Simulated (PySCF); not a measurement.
C6H9FOSi.
Cartesian coordinates in Å at the PBE0-D3(BJ)/def2-SVP level; atoms count from 1:
```
atom  x, y, z in Å
C1    -1.9136   -2.8334    0.1864
C2    -1.4073   -1.8815   -0.6057
Si3   -0.8842   -0.2257    0.0430
C4     0.9155    0.0311   -0.2496
C5     2.1024    0.2139   -0.4575
C6     3.5233    0.4137   -0.7099
F7     3.9431    1.6572   -0.3205
O8    -1.7203    0.9509   -0.7771
C9    -1.4779    2.3263   -0.6595
H10   -2.2095   -3.8160   -0.1976
H11   -2.0564   -2.6738    1.2615
H12   -1.2867   -2.0918   -1.6760
H13   -1.1381   -0.1480    1.5128
H14    4.1064   -0.3475   -0.1621
H15    3.7309    0.2894   -1.7874
H16   -1.7417    2.7055    0.3448
H17   -0.4193    2.5774   -0.8539
H18   -2.0981    2.8577   -1.3970
```

Level of theory: PySCF, TDDFT B3LYP/def2-SVPD, vertical, gas phase, core orbitals frozen in the response.

```csv
state,E (eV),ν̃ (cm⁻¹),f,"main configurations (H = HOMO, L = LUMO)"
S1,5.31,42790,0.0008,H→L (77%)
S2,5.75,46340,0.041,"H-1→L (60%), H→L+1 (15%), H-3→L (9%)"
S3,5.89,47490,0.012,"H-2→L (70%), H-3→L (15%), H→L+1 (9%)"
S4,6.23,50290,0.0075,"H-1→L+1 (32%), H-3→L+1 (21%), H-1→L+2 (15%)"
S5,6.38,51490,0.032,"H-4→L (36%), H-3→L (14%), H-1→L+1 (8%)"
S6,6.44,51930,0.101,"H-3→L (30%), H-1→L (15%), H-4→L (13%)"
S7,6.58,53040,0.063,"H→L+1 (36%), H→L+2 (20%)"
S8,6.69,53960,0.0054,"H-2→L+1 (43%), H-4→L (21%), H-1→L+1 (19%)"
S9,6.71,54140,0.038,"H-2→L+1 (23%), H-4→L (21%), H-1→L+2 (20%)"
S10,6.91,55750,0.018,"H-2→L+2 (66%), H-1→L+2 (11%), H-5→L (9%)"
```

Triplets, Tamm–Dancoff:

```csv
state,E (eV),λ (nm),"main configurations (H = HOMO, L = LUMO)"
T1,4.26,291.3,"H-1→L (30%), H-2→L (21%), H-3→L (11%)"
T2,4.76,260.6,"H-3→L (35%), H-1→L (15%), H-1→L+1 (12%)"
T3,4.93,251.3,H→L (62%)
T4,5.22,237.4,"H→L+1 (44%), H→L+2 (20%), H-3→L (9%)"
```

The lowest singlet lies at 5.31 eV (234 nm, ultraviolet) and is very weak; its leading configuration is HOMO→LUMO (77%). The most intense listed level is S6 at 6.44 eV (193 nm, f = 0.101), 1.13 eV above S1. Löwdin shares by element: HOMO carbon 71% or more, oxygen 6% (atoms not listed hold the other 23%); LUMO carbon 66% or more (atoms not listed hold the other 34%). Orbital energies (eV): HOMO-3 -8.32, HOMO-2 -7.99, HOMO-1 -7.89, HOMO -7.80, LUMO -1.25, LUMO+1 -0.40, LUMO+2 -0.18. Weighted by f, the mean energy of these states is 6.41 eV. The listed states span 1.61 eV, and the widest gap between neighbours is 0.44 eV (S1 to S2). The vertical ionisation energy (ΔSCF) is 9.70 eV, 2.78 eV above S10. Singlets were solved by full linear response, triplets in the Tamm–Dancoff approximation.

One conformer stands for the species.
